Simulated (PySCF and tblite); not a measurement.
The numbers below are computed, except where a source is named.
Rotation: stationary points, barriers and rates

System: CH5B2F2N, numbered as in [NH2:1][BH:2][CH2:3][B:4]([F:5])[F:6].

Motion: rotation about the B2–N1 bond (torsion C3–B2–N1–H from -2° to 182°, rising). Geometries: GFN2-xTB; energies: PBE/pcSseg-1 + D3(BJ); zero-point and thermal terms from GFN2-xTB harmonic modes (soft modes blended into free rotors). Rate constants are transition-state-theory values, counting equivalent paths, without tunnelling. Shieldings: GIAO at the same DFT level; methyl-like tops are averaged, other torsions stay as in the two minima; line shapes leave out couplings; of unlike H on one atom, [a] is the less shielded. Programs: tblite and PySCF.

```csv
point,symmetry,E(GFN2) kcal/mol,E(DFT) kcal/mol,ZPE change kcal/mol,lowest mode cm⁻¹,dipole D
start,C1,0.0,0.0,0.00,23,2.56
saddle,C1,24.2,30.8,-1.77,662i,2.12
end,C1,0.0,0.0,0.00,24,2.56
```

```json
{
 "Electronic barrier": "30.8 kcal/mol",
 "Barrier with zero-point energy": "29.0 kcal/mol",
 "ΔH‡ (298 K)": "28.9 kcal/mol",
 "ΔS‡ (298 K, symmetry apart)": "-1.2 cal/(mol K)",
 "Paths": "2 equivalent paths",
 "End point": "the same structure with atoms interchanged, or its mirror image",
 "Mean lifetime of the start against this motion at 298 K": "6.9 years",
 "Cost": "37 s on 1 thread of Arm Neoverse V1 (shared host) (rough), peak memory 0.57 GiB, launched as `OMP_NUM_THREADS=1 python ens_run.py task.json out`"
}
```

```tsv
T/K	ΔG‡ kcal/mol	k s⁻¹
200	29.1	1.2×10⁻¹⁹
250	29.2	3.1×10⁻¹³
298	29.2	4.6×10⁻⁹
350	29.3	7.4×10⁻⁶
400	29.4	0.0015
500	29.5	2.7
```

ΔG and ΔG‡ leave out symmetry numbers and mirror images; rates count paths: 2 out.

Sites that the motion interchanges:

| nucleus | site | ppm | scale |
| --- | --- | --- | --- |
| ¹H | H on N1 [b] | 4.40 | δ against TMS |
| ¹H | H on N1 [a] | 4.55 | δ against TMS |

```json
{"nucleus": "¹H", "sites": "H on N1 [b] / H on N1 [a]", "¹H MHz": "60", "spread Hz": "9", "coalescence K": "535", "k there s⁻¹": "19"}
{"nucleus": "¹H", "sites": "H on N1 [b] / H on N1 [a]", "¹H MHz": "800", "spread Hz": "122", "coalescence K": "590", "k there s⁻¹": "270"}
{"nucleus": "¹H", "sites": "H on N1 [b] / H on N1 [a]", "¹H MHz": "900", "spread Hz": "137", "coalescence K": "593", "k there s⁻¹": "305"}
```

Coalescence temperatures outside 150 to 500 K extrapolate the thermal terms and ignore freezing or boiling of a solvent.
